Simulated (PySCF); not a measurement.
Computed IR spectrum (relative IR intensity) of a molecule C₄H₉FSi. Geometry: ωB97X-D3(BJ)/def2-SVP. Other conformers were not sampled. Method: PySCF with ωB97X-D3(BJ)/def2-SVP. Frequencies are harmonic and unscaled.

Lines under 2 % of the strongest are left out, and lines within 2 cm⁻¹ are merged.

```tsv
ν (cm⁻¹)	relative intensity
293	2.2
426	3.9
495	5.1
696	4.3
712	6.4
762	22
892	14
915	100
962	33
993	13
1083	21
1186	13
1284	10
1316	7.3
1465	2.2
1473	3.4
1781	5.2
2250	51
2253	37
3067	8.5
3144	4.0
3209	2.0
```

Q: Which structure fits?
A. C=C[C@H](F)[SiH2]C
B. C[Si]1(F)CCC1
C. C/C=C(\F)[SiH2]C
D. F[SiH2]CC1CC1

A: C, C/C=C(\F)[SiH2]C
